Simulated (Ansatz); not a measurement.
Stepwise reaction of `CB([SiH3])[SiH3]` with hydrogen sulfide, as a gas-phase model of exchange steps in deposition or etching. ΔE in kJ/mol.

Program: Ansatz. Geometries: PBE0-D4/def2-TZVP. ΔE: electronic, gas phase. CCSD(T)/CBS adds triple-zeta CCSD(T) − MP2 to the extrapolated MP2 energy (def2 sets, frozen cores). This one scheme is used for every species. DFT in def2-TZVPP. B3LYP here is the variant with VWN-RPA as its local correlation; programs differ in this. Each species was taken in one conformer, which may not be the lowest.

| step | reaction | PBE-D4 | B3LYP-D4 | ωB97M-V | CCSD(T)/CBS |
| --- | --- | --- | --- | --- | --- |
| 1 | `CB([SiH3])[SiH3]` + H₂S → `CB([SiH3])S` + SiH₄ | -114.5 | -117.4 | -118.6 | -117.2 |
| 2 | `CB([SiH3])S` + H₂S → `CB(S)S` + SiH₄ | -81.4 | -86.1 | -88.5 | -86.0 |

**Question.** By hand: ΔE of the 2 steps together at CCSD(T)/CBS.

**Answer.** (-117.2) + (-86.0) = -203.2 kJ/mol, or -101.6 kJ/mol a step.

In ΔE each step is higher than the one before. All are downhill at CCSD(T)/CBS. PBE-D4 differs from CCSD(T)/CBS by 2.7 to 4.6 kJ/mol a step. Isolated molecules leave out the surface, adducts and barriers. Largest T1 diagnostic: 0.014.
